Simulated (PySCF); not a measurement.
Isomers of C6H13NSi, one GFN2-xTB conformer each. Single-point energies are computed at PBE0/pcSseg-1 (PySCF, gas phase, no added dispersion term), electronic only.

```json
{"SMILES": "C=C(C)[C@H]1C[Si@H](N)C1", "GFN2-xTB relative energy (kcal/mol)": "19.6"}
{"SMILES": "C=C([SiH3])/C=N\\C(C)C", "GFN2-xTB relative energy (kcal/mol)": "29.3"}
{"SMILES": "C=C1C[Si@@H](C)N[C@H]1C", "GFN2-xTB relative energy (kcal/mol)": "0.0"}
```

Conformers: `[CH2:1]=[C:2]([CH3:3])[C@H:4]1[CH2:5][Si@H:6]([NH2:7])[CH2:8]1` with C1–C2–C4–C5 -58°, C5–Si6–N7–H -47° and 94°; `[CH2:1]=[C:2]([SiH3:3])/[CH:4]=[N:5]\[CH:6]([CH3:7])[CH3:8]` with C1–C2–C4–N5 81°, C4–N5–C6–C7 -118°; `[CH2:1]=[C:2]1[CH2:3][Si@@H:4]([CH3:5])[NH:6][C@H:7]1[CH3:8]` with C1–C2–C3–Si4 -145°, C2–C3–Si4–C5 -142°, C3–Si4–N6–C7 14°, Si4–N6–C7–C8 -119°.

What does PBE0/pcSseg-1 give for the same structures?

| SMILES | PBE0/pcSseg-1 E (Eh) | PBE0/pcSseg-1 (kcal/mol) | GFN2-xTB (kcal/mol) | point group |
| --- | --- | --- | --- | --- |
| C=C1C[Si@@H](C)N[C@H]1C | -580.20348 | 0.0 | 0.0 | C1 |
| C=C(C)[C@H]1C[Si@H](N)C1 | -580.17437 | 18.3 | 19.6 | C1 |
| C=C([SiH3])/C=N\C(C)C | -580.12963 | 46.3 | 29.3 | C1 |

Both levels put the same isomer lowest; measured from each level's own lowest isomer, the values differ by up to 17.0 kcal/mol (C=C([SiH3])/C=N\C(C)C: 29.3 against 46.3). As drawn, the lowest has an N–H bond, which the highest lacks; the highest has a C=N bond, which the lowest lacks.

Which frontier levels, dipoles and rotational constants go with these structures?

| SMILES | HOMO (eV, PBE0/pcSseg-1) | LUMO (eV) | dipole (D) | A, B, C (MHz) |
| --- | --- | --- | --- | --- |
| C=C1C[Si@@H](C)N[C@H]1C | -6.44 | 0.36 | 0.93 | 2807, 1283, 1032 |
| C=C(C)[C@H]1C[Si@H](N)C1 | -6.70 | 0.56 | 1.73 | 4341, 907.2, 878.8 |
| C=C([SiH3])/C=N\C(C)C | -6.94 | -0.61 | 1.75 | 2676, 973.1, 842.7 |
